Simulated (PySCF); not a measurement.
SMILES [CH3][Ge]([CH3])([CH3])/[CH]=[CH]/[GeH3] at its GFN2-xTB optimised geometry (Å):

```
21

Ge    -2.4258    -2.1136     4.0630
C     -1.8002    -1.1527     2.4934
C     -0.9425    -1.6418     1.6063
Ge    -0.3046    -0.6925     0.0000
C     -0.9575    -1.6516    -1.6155
C     -0.9862     1.1724     0.0000
C      1.6840    -0.6925     0.0000
H     -1.7714    -3.4532     4.1598
H     -2.1406    -1.3632     5.3264
H     -3.9076    -2.3245     4.0317
H     -2.1917    -0.1521     2.3489
H     -0.5557    -2.6436     1.7596
H     -2.0429    -1.6741    -1.6368
H     -0.5968    -2.6759    -1.6310
H     -0.6092    -1.1554    -2.5167
H     -0.6567     1.7069     0.8863
H     -0.6184     1.7061    -0.8718
H     -2.0718     1.1916    -0.0277
H      2.0700    -0.1786     0.8753
H      2.0718    -1.7069     0.0040
H      2.0629    -0.1888    -0.8846
```

Calculation: PBE0/def2-SVP run with PySCF 2.14.0.

Map of the electron localisation function on the plane z = 0.8 Å:

```
|                           |
|                           |
|                           |
|                           |
|          ...              |
|         .+##=.            |
|        .+@@@%=            |
|     .:..#@@@@*.           |
|    :+*=-#@@@@*            |
|    -#%#=*@@@%-            |
|    .*%#++#%#=    .==:     |
|     .-=--+*+:   :#@@#:    |
|        .-++=:...*@@@@*.   |
|         .--::::-%@@@@#.   |
|         .-:..:=+%@@@@*.   |
|        .-=:..:=+*%@%*:    |
|      ..-*#+-:-===+*=:     |
|     .:-+#@%#=-::-++=:     |
|     :-=*#%%#=...-#%#+.    |
|     :-=++++=:   :#@@#:    |
|     .:---==-.    +%%*:    |
|      ....-=-.    .=+:     |
|          :==:             |
|          .::.             |
|                           |
|                           |
|                           |
```
Scale: ten equal steps from 0.000 (start of ' ') to 0.999 (end of '@'), in the order ' .:-=+*#%@'; x runs from -4.50 to 4.50, y from -4.50 (bottom) to 4.50 (top).
